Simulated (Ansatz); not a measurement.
`CC[O][AlH][F]` + `BC(=C)Br` → `C=C(Br)BC` + `C[O][AlH][F]`  (formal exchange of groups at a C–C bond)

Isolated molecules relaxed with PBE0-D4/def2-TZVP in Ansatz; ΔE leaves out vibrations. CCSD(T)/CBS adds triple-zeta CCSD(T) − MP2 to the extrapolated MP2 energy (def2 sets, frozen cores). DFT in def2-TZVPP. B3LYP here is the variant with VWN-RPA as its local correlation; programs differ in this. For Br outer-core shells are correlated without core-valence functions, which leaves a few kJ/mol of doubt a bond. Scalar relativity is left out up to krypton. One conformer a species, not always the lowest.

Q: Is it downhill or uphill in electronic energy at CCSD(T)/CBS, and by how much? (Estimate.)

A: The calculation gave: Downhill: ΔE = -47.3 kJ/mol.

Q: What do these levels give: PBE-D4, BLYP-D4, PBE, B3LYP, r2SCANh, r2SCAN0, RPA@PBE/def2-TZVPP, CCSD/def2-SVP, HF/def2-TZVPP, SCS-MP2/def2-TZVPP, CCSD/def2-TZVPP, SCS-MP2/def2-QZVPP? (Best estimate.)

A: Computed: PBE-D4 -52.8, BLYP-D4 -49.9, PBE -51.7, B3LYP -47.6, r2SCANh -51.4, r2SCAN0 -50.7, RPA@PBE/def2-TZVPP -40.7, CCSD/def2-SVP -41.5, HF/def2-TZVPP -38.0, SCS-MP2/def2-TZVPP -44.2, CCSD/def2-TZVPP -45.3, SCS-MP2/def2-QZVPP -44.8 kJ/mol.

Largest T1 diagnostic among the species: 0.013.

Leaving LDA and LC-ωPBE aside and taking each functional with its dispersion term where it has one, the values, not all of them listed here, spread over 7.5 kJ/mol, from B97M-V to ωB97X-V. LDA lies −4.0 kJ/mol from PBE without D4. In def2-TZVPP, CCSD(T) changes the Hartree–Fock value by −8.1 kJ/mol (the triples alone add −0.8 kJ/mol) and MP2 by −10.2 kJ/mol. At CCSD(T), def2-SVP lies +5.8 kJ/mol from the extrapolated value and def2-TZVPP +1.2 kJ/mol.
